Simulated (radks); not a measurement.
Task: The mean radii <r> (bohr) of the occupied orbitals of an atom or ion are listed with their occupations. Calculated with a radial shooting solver on a logarithmic mesh with Libxc functionals: scalar-relativistic Kohn-Sham, r2SCAN, spin-polarised, spherical densities, finite nucleus; meta-GGA in the generalised Kohn-Sham scheme; Fermi nuclear charge, rms radius of each element as measured or else 0.836 A^(1/3) + 0.57 fm.

orbital  occ.      <r>
1s          2  0.04407
2s          2   0.1925
2p          6   0.1679
3s          2   0.4805

Name the element and its charge. Open shells, if any, are filled with parallel spins first.

Result: Z = 34, selenium, charge +22: Se22+ in [Ne] 3s2. The 1s radius gives Z: for a bare nucleus <r> = (2 gamma + 1)/(2Z) with gamma = sqrt(1 - (Z/c)^2), 0.0432 bohr for Z = 34, and screening makes it slightly larger (0.04407 here). The occupations add up to 12, and the charge is Z minus that.
